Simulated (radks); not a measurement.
Problem. All-electron atom: neutral thulium in [Xe] 4f13 6s1 7p1 (not the ground configuration). All-electron calculation, Dirac Kohn-Sham, PBE, spin-unpolarised, spherical densities, point nucleus; open shells fill j = l - 1/2 first. Program: a radial shooting solver on a logarithmic mesh with Libxc functionals. Some entries of the table are withheld. Estimate them.

| orbital | occ. | eigenvalue (Ry) | r(max) (bohr) |
|---|---|---|---|
| 1s1/2 | 2 | -4352.839 | 0.01261 |
| 2s1/2 | 2 | -734.1904 | (1) |
| 2p1/2 | 2 | -699.7402 | 0.05403 |
| 2p3/2 | 4 | -627.6919 | 0.06035 |
| 3s1/2 | 2 | -165.2252 | 0.2035 |
| 3p1/2 | 2 | -150.0821 | 0.1912 |
| 3p3/2 | 4 | -134.8682 | 0.2043 |
| 3d3/2 | 4 | -109.0658 | 0.1611 |
| 3d5/2 | 6 | -105.7413 | 0.1648 |
| 4s1/2 | 2 | (2) | 0.4647 |
| 4p1/2 | 2 | -26.69830 | 0.4665 |
| 4p3/2 | 4 | -23.26539 | 0.4945 |
| 4d3/2 | 4 | -13.25976 | 0.4963 |
| 4d5/2 | 6 | -12.63541 | 0.5053 |
| 5s1/2 | 2 | -4.22119 | 1.093 |
| 5p1/2 | 2 | -2.58251 | 1.193 |
| 5p3/2 | 4 | -2.16260 | 1.283 |
| 4f5/2 | 6 | -0.57521 | 0.4933 |
| 6s1/2 | 1 | -0.49460 | (3) |
| 4f7/2 | 7 | -0.48731 | 0.4988 |
| 7p1/2 | 1 | -0.06997 | 11.90 |
| 7p3/2 | 0 | -0.06536 | 12.35 |

Solution. 
(1) 2s1/2 r(max) (bohr): 0.07206
(2) 4s1/2 eigenvalue (Ry): -32.78558
(3) 6s1/2 r(max) (bohr): 3.124
